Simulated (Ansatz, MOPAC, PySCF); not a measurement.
Pair of molecules: HF (SMILES F) (first 2 atoms) with H2 (SMILES [H][H]); geometry from B3LYP-D3(BJ)/def2-TZVP, rigid monomers moved along the line of their centres of mass till H2···H4 is 1.78 Å.
(charge 0, multiplicity 1):
```xyz
4

F     -0.08210     0.19386    -0.50397
H     -0.06940     0.09894     0.41765
H     -0.09382    -0.44002     2.11304
H      0.00520     0.29632     2.18357
```

Monomers are frozen at their geometry in the pair; levels with a basis set take the counterpoise correction. Rows marked so take none.

Rows in 3-21G carry no dispersion term and start afresh at each structure. The state that PM3, PM7 reach isn't checked; PM7 holds dispersion and hydrogen-bond terms.

The values were computed with Ansatz (an electronic-structure program); MOPAC for PM3, PM7 (differences of heats of formation); PySCF for 3-21G rows. 

Q: One of these levels gives -2.7 kJ/mol for the interaction energy. Name it.
A) PM3
B) HF/aug-cc-pVTZ
C) HF/3-21G (no counterpoise)
D) PM7

A: D, PM7. The others give -13.5 (PM3), 7.9 (HF/3-21G (no counterpoise)), 2.0 (HF/aug-cc-pVTZ)
